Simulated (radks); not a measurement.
Results of a calculation; reference values are marked as such.
Sc XIII, 9 electrons, occupied as [He] 2s2 2p5.

Level of theory: non-relativistic Kohn-Sham, PBE, spin-polarised, spherical densities, point nucleus; open shells are filled with parallel spins first (a radial shooting solver on a logarithmic mesh with Libxc functionals).

Energy parts (hartree):
total: -688.49155
kinetic: 688.15374
electron-nucleus: -1503.36776
Hartree: 155.82120
exchange-correlation: -29.09872

Orbitals (lengths in bohr, moments of r in powers of bohr; <r^-3> diverges for s and p1/2):
1s up: occ. 1; eigenvalue (hartree) -174.5847; <r^2> 0.007250
1s down: occ. 1; eigenvalue (hartree) -174.4721; <r^2> 0.007241
2s up: occ. 1; eigenvalue (hartree) -29.47781; <r^2> 0.1315
2s down: occ. 1; eigenvalue (hartree) -29.28045; <r^2> 0.1322
2p up: occ. 3; eigenvalue (hartree) -26.75460; <r^-3> 237.9; <r^2> 0.1059
2p down: occ. 2; eigenvalue (hartree) -26.52231; <r^-3> 236.6; <r^2> 0.1068
3s up: occ. 0; eigenvalue (hartree) -10.84868; <r^2> 0.8209
3s down: occ. 0; eigenvalue (hartree) -10.80245; <r^2> 0.8258
3p up: occ. 0; eigenvalue (hartree) -10.03680; <r^-3> 51.40; <r^2> 0.8103
3p down: occ. 0; eigenvalue (hartree) -9.98659; <r^-3> 51.16; <r^2> 0.8166

The highest occupied level is 2p down at -721.71 eV. For comparison, the ionisation energy in NIST's Atomic Spectra Database is 758 eV (semi-empirical). In exact Kohn-Sham theory the highest level is minus the ionisation energy, but local and semilocal functionals leave it too shallow, through self-interaction and a potential that decays too fast; potentials with the right tail come closer. The spin density at the nucleus is -0.629 e/bohr^3 (1s -2.584, 2s 1.955), a Fermi contact field of -33 T. Spin moment in Bohr magnetons: 1. The electron density at the nucleus is 6167 e/bohr^3. Virial ratio -V/T = 2.00049. Summed over all electrons, <r^2> = 0.8095 bohr^2, which gives a Langevin (diamagnetic) susceptibility term of -0.641 x 10^-6 cm^3/mol.
